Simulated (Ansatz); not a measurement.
One change: `[OH][Al]([SH])[Cl]` becomes `[OH][Al]([Cl])[Br]`.

Ansatz, PBE0-D4/def2-TZVP geometries, multiplicity 1. Each molecule was computed in one conformer, which needn't be the lowest.

Scalar relativity is left out up to krypton.

```tsv
property	`[OH][Al]([SH])[Cl]`
zero-point energy (PBE0-D4/def2-TZVP) / kJ/mol	65.9
LUMO energy (ωB97M-V/def2-TZVPP) / eV	0.92
LUMO energy (PBE/def2-TZVPP) / eV	-1.57
HOMO–LUMO gap (PBE0/def2-TZVPP) / eV	7.25
HOMO energy (PBE/def2-TZVPP) / eV	-6.74
size of the dipole moment (PBE/def2-TZVPP) / D	0.89
```

Q: Give the same properties after the change, and the shifts. (Estimate.)

A: The calculation gave: 
```tsv
property	`[OH][Al]([Cl])[Br]`	shift
zero-point energy (PBE0-D4/def2-TZVP) / kJ/mol	43.8	-22.1
LUMO energy (ωB97M-V/def2-TZVPP) / eV	0.62	-0.30
LUMO energy (PBE/def2-TZVPP) / eV	-1.91	-0.34
HOMO–LUMO gap (PBE0/def2-TZVPP) / eV	7.77	0.52
HOMO energy (PBE/def2-TZVPP) / eV	-7.49	-0.75
size of the dipole moment (PBE/def2-TZVPP) / D	1.59	0.70
```

With PBE0 the HOMO falls by 0.86 eV and the LUMO falls by 0.34 eV, so the gap widens by about 0.52 eV. PBE moves the HOMO by -0.75 eV and ωB97M-V by -0.89 eV. The zero-point energy changes by -22.1 kJ/mol with -3 modes. Dipoles are sizes alone; their direction can turn.

Spin–orbit coupling is left out; it splits and shifts lone-pair levels of the heavy atoms by tenths of an eV.
